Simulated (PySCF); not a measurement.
In(H)2(OEt) (C2H7InO), SMILES C([O][InH2])C. Atoms are numbered in the order given.

```xyz
11

In     0.0751    -0.8962     0.0000
H      1.7968    -0.8081     0.0000
H     -1.0545    -2.1920     0.0000
O     -0.9854     0.8166     0.0000
C     -0.6072     2.1631     0.0000
C      0.8934     2.4293     0.0000
H     -1.0553     2.6621     0.8845
H     -1.0553     2.6621    -0.8845
H      1.3772     1.9953     0.8917
H      1.0983     3.5125     0.0000
H      1.3772     1.9953    -0.8917
```
Charge 0, spin multiplicity 1.

Coordinates come from a B3LYP-D3(BJ)/def2-SVP optimisation. The structure was generated by enumeration; whether it is a known compound was not checked. The def2 effective core potentials stand for the cores of In; spin–orbit coupling is left out. One conformer was computed; it need not be the lowest.

The numbers are results of PySCF with PBE/def2-TZVP, not measurements.

Isolated molecule, no solvent.

- total energy: -345.62749 hartree
- point group: Cs
- highest occupied level: -5.80 eV
- lowest empty level: -2.19 eV
- orbital gap: 3.61 eV
- dipole moment: 1.32 D
- quadrupole, principal values (traceless, Buckingham form, about the centre of nuclear charge): -6.77, 2.17, 4.60 D·Å
- mean static polarisability: 71.3 bohr³ (10.57 Å³)
- polarisability, principal values: 52.7, 69.8, 91.4 bohr³
